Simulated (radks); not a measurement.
Results of a calculation; reference values are marked as such.
Valence configurations of Rb (all share [Kr]). Code: a radial shooting solver on a logarithmic mesh with Libxc functionals. Model: Dirac Kohn-Sham, PBEsol, spin-unpolarised, spherical densities, point nucleus; open shells fill j = l - 1/2 first. Energies are relative to 5s1; eigenvalues in eV.

\begin{tabular}{lrrrr}
valence & E (eV) & e(4d3/2) & e(5p1/2) & e(5s1/2) \\ \hline
5s1 & 0.000 & - & - & -2.222 \\
5p1 & 1.472 & - & -1.333 & - \\
4d0.5 5p0.5 & 1.845 & -0.580 & -1.319 & - \\
4d1 & 2.207 & -0.624 & - & - \\
\end{tabular}

NIST lists [Kr] 5s1 as the ground configuration; this level of theory agrees among the configurations tried. The energies are those of spherical spin-averaged densities, not of single terms.
